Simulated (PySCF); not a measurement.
Input for PySCF: U-HF/6-31G* on iminoborane (SMILES B=N), a point of a bond scan (R = 2.684 Å).

```python
from pyscf import gto, scf, dft, mp
from pyscf.data.elements import chemcore

mol = gto.M(
    atom='''
    B    -0.00000000   -0.00000000   -0.69205561
    N     0.00000000    0.00000000    0.54091709
    H     0.00000000    0.00000000   -3.37582126
    H     0.00000000    0.00000000    1.53276862
    ''',
    basis='6-31g*',
    cart=True,
    charge=0, spin=0, verbose=3, max_memory=1800)
mf = scf.UHF(mol)
mf.conv_tol = 1e-8
mf.max_cycle = 100
mf.init_guess_breaksym = True
mf.kernel()
if not mf.converged:
    mf = mf.newton().run(mf.mo_coeff, mf.mo_occ)
for _ in range(4):
    mo, _, stable, _ = mf.stability(return_status=True)
    if stable:
        break
    mf.kernel(mf.make_rdm1(mo, mf.mo_occ))
```

Problem. Predict the final total energy.

Solution. -80.1479 hartree. Its determinant has ⟨S²⟩ = 1.02, a mixture of spin states.
